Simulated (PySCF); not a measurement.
# Bond lengths and vibrations by method: FH4Si2 anion

Calculated results; nothing here was measured. The program is PySCF 2.14.0, an open-source quantum chemistry code, run on an isolated molecule that a program drew, which may never have been made. The molecule is FH4Si2 anion (charge -1, singlet), drawn as the SMILES string `F[SiH2][SiH2-]`.

The geometry was optimised and harmonic frequencies were computed with HF and MP2, all in the aug-cc-pV(D+d)Z basis, for the commonest isotopes, with a restricted reference for singlets and an unrestricted one otherwise, and a frozen core in MP2. Each result is a local minimum of its method.

Geometry at the HF minimum:
```xyz
7
FH4Si2 anion, angstrom
F    -1.1745    2.3650    0.0517
Si   -0.6719    1.3335   -1.1377
Si    1.4600    0.3730   -0.7409
H    -1.8870    0.4637   -1.2991
H    -0.7029    2.2009   -2.3644
H     0.9572   -0.8196    0.0784
H     1.4492   -0.3221   -2.1107
```

Lengths of the bonds as drawn, in Å (atoms numbered as above):
| bond | HF | MP2 |
|---|---|---|
| F1-Si2 | 1.653 | 1.692 |
| Si2-Si3 | 2.372 | 2.348 |
| Si2-H4 | 1.503 | 1.508 |
| Si2-H5 | 1.503 | 1.507 |
| Si3-H6 | 1.532 | 1.534 |
| Si3-H7 | 1.536 | 1.541 |

Rotational constants, in GHz:
| constant | HF | MP2 |
|---|---|---|
| A | 17.68 | 17.48 |
| B | 3.212 | 3.21 |
| C | 2.874 | 2.87 |

Harmonic frequencies in cm^-1, each column in rising order, so a row needn't be the same motion in every method:
| rank | HF | MP2 |
|---|---|---|
| 1 | 136 | 149 |
| 2 | 190 | 170 |
| 3 | 389 | 384 |
| 4 | 419 | 390 |
| 5 | 625 | 554 |
| 6 | 711 | 667 |
| 7 | 783 | 721 |
| 8 | 815 | 769 |
| 9 | 942 | ? |
| 10 | 1007 | 947 |
| 11 | 1045 | 988 |
| 12 | 1991 | 1975 |
| 13 | 2017 | 1999 |
| 14 | 2149 | 2115 |
| 15 | 2177 | 2132 |

**Estimate the missing MP2 frequency from the HF column.**

A single factor s that minimises the squared misfit of MP2 against s times HF over the other rows is sum(HF x MP2) / sum(HF^2) = 0.9756, with an rms misfit of 29 cm^-1. For rank 9 it gives 0.9756 x 942 = 919 cm^-1. The calculation gives 888 cm^-1, 31 cm^-1 below the estimate. The drawn bonds are on average 0.4 % longer in MP2 than in HF.
